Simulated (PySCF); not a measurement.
# Polarisability and C₆ of Ca²⁺ (calcium, charge +2)

[Ar], closed-shell 1S. Calculation: PySCF 2.14, in dyall-av3z; the spin-free X2C one-electron Hamiltonian (Gaussian nucleus). Coupled (time-dependent) response in atomic units; α is the mean over directions.

| method | mean α (bohr³) | C₆ (like pair) | S(−4) |
| --- | --- | --- | --- |
| MN15 | 3.168 | 10.25 | 1.830 |
| TPSS | 3.243 | 10.89 | 1.839 |

S(−4) is the Cauchy moment in α(ω) = α(0) + S(−4) ω² + …

α(iu) at TPSS:

```csv
u (hartree),α(iu) (bohr³)
0,3.243
0.0500,3.238
0.100,3.225
0.200,3.171
0.300,3.086
0.500,2.845
0.750,2.473
1.00,2.098
1.50,1.479
2.00,1.058
3.00,0.5970
5.00,0.2612
```

A single London oscillator, α(iu) = α/(1 + u²/ω²), gives C₆ = (3/4) ω α². Matching the computed C₆ needs ω = 4 × 10.89 / (3 × 3.243²) = 1.38 hartree.

For an ion, C₆ is the dispersion term alone; charge-induced terms of lower order in 1/R come first.
